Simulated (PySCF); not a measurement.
## Electronic absorption of (ClAlSe)3 ring

(ClAlSe)3 ring, Al3Cl3Se3.
Cartesian coordinates in Å at the PBE0-D3(BJ)/def2-SVP level; atoms count from 1:
```xyz
9
Al3Cl3Se3 angstrom
Al    -1.2715    0.6965    1.5261
Cl    -2.6277    1.4357    2.9401
Se     0.5928    2.0093    1.2439
Al     1.7581    1.0847   -0.5067
Cl     3.5080    2.1490   -0.9389
Se     1.4037   -0.7294   -1.8707
Al    -0.4435   -1.8051   -1.0258
Cl    -0.8408   -3.5956   -2.0358
Se    -1.9463   -1.3146    0.6422
```

Method used: TDDFT CAM-B3LYP/def2-SVPD, vertical, gas phase, core orbitals frozen in the response (PySCF 2.14.0, density-fitted response routines). The CAM-B3LYP/def2-SVPD calculation is non-relativistic and has no spin–orbit coupling, an omission that weighs most on selenium.

```
state  E (eV)  E (kJ/mol)  λ (nm)       f              main configurations (H = HOMO, L = LUMO)
   S1    5.32         513   233.3  0.0000                                        H-1/H→L (≥72%)
   S2    5.32         514   232.9  0.0001                                        H-1/H→L (≥76%)
   S3    5.41         522   229.3  0.0001                    H-1/H→L+1 (≥45%), H-1/H→L+2 (≥39%)
   S4    5.62         543   220.4   0.018  H-1/H→L+3 (≥24%), H-1/H→L+4 (≥23%), H-1/H→L+2 (≥16%)
   S5    5.70         550   217.4   0.062                    H-1/H→L+1 (≥36%), H-1/H→L+2 (≥30%)
   S6    5.73         553   216.5   0.043  H-1/H→L+2 (≥21%), H-1/H→L+1 (≥18%), H-1/H→L+4 (≥12%)
   S7    5.80         559   213.9   0.096       H-2→L (46%), H-1/H→L+3 (≥16%), H-1/H→L+4 (≥14%)
   S8    5.91         570   209.7  0.0006     H-1/H→L+4 (≥26%), H-1/H→L+3 (≥24%), H-2→L+3 (18%)
   S9    5.92         571   209.3  0.0007     H-1/H→L+4 (≥29%), H-1/H→L+3 (≥26%), H-2→L+4 (19%)
  S10    5.93         572   209.2  0.0034                          H-3→L+1 (47%), H-4→L+2 (37%)
  S11    6.08         587   203.8   0.014     H-1/H→L+2 (≥26%), H-1/H→L+1 (≥20%), H-2→L+1 (12%)
  S12    6.11         589   203.0   0.065             H-2→L+2 (26%), H-3→L+1 (25%), H-3→L (10%)
  S13    6.13         592   202.2   0.098          H-2→L+1 (20%), H-4→L (20%), H-1/H→L+5 (≥15%)
  S14    6.17         595   201.0   0.117          H-3→L (24%), H-4→L+2 (24%), H-1/H→L+5 (≥10%)
  S15    6.18         596   200.8   0.073              H-4→L+1 (25%), H-3→L+2 (21%), H-4→L (9%)
```

Triplets (Tamm–Dancoff): T1 5.02 eV, H-1/H→L (≥68%); T2 5.02 eV, H-1/H→L (≥71%); T3 5.09 eV, H-1/H→L+1 (≥47%), H-1/H→L+2 (≥35%).

The lowest singlet level (S1/S2) lies at 5.32 eV (233 nm, ultraviolet) and is dark (f under 0.0005). The strongest level in the table is S14/S15 at 6.17 eV (201 nm, f = 0.191 summed). It is the last of those listed, so stronger ones may follow. S1/S2, S9/S10 and S14/S15 lie within about 0.01 eV of each other in each set. Löwdin shares by element: HOMO (one of a set within 0.03 eV) selenium 73% or more, aluminium 16% or more; LUMO aluminium 54%, selenium 11% or more (atoms not listed hold the other 35%). Orbital energies (eV): HOMO-3 -9.97, HOMO-2 -9.91, HOMO-1 -9.35, HOMO -9.34, LUMO -1.11, LUMO+1 -0.80, LUMO+2 -0.78. Weighted by f, the mean energy of these states is 5.99 eV. The oscillator strengths of these states sum to 0.590; summed over the whole spectrum of an exact calculation they would give the number of electrons, 192 (Thomas–Reiche–Kuhn). The vertical ionisation energy (ΔSCF) is 10.51 eV, 4.33 eV above S15. Orbitals of the list HOMO-3 to LUMO+2 that lie within 0.01 eV of each other are written together with a slash and their weights summed (≥ marks a lower bound); for degenerate orbitals outside that list single weights are arbitrary. Singlets were solved by full linear response, triplets in the Tamm–Dancoff approximation.

One conformer stands for the species.
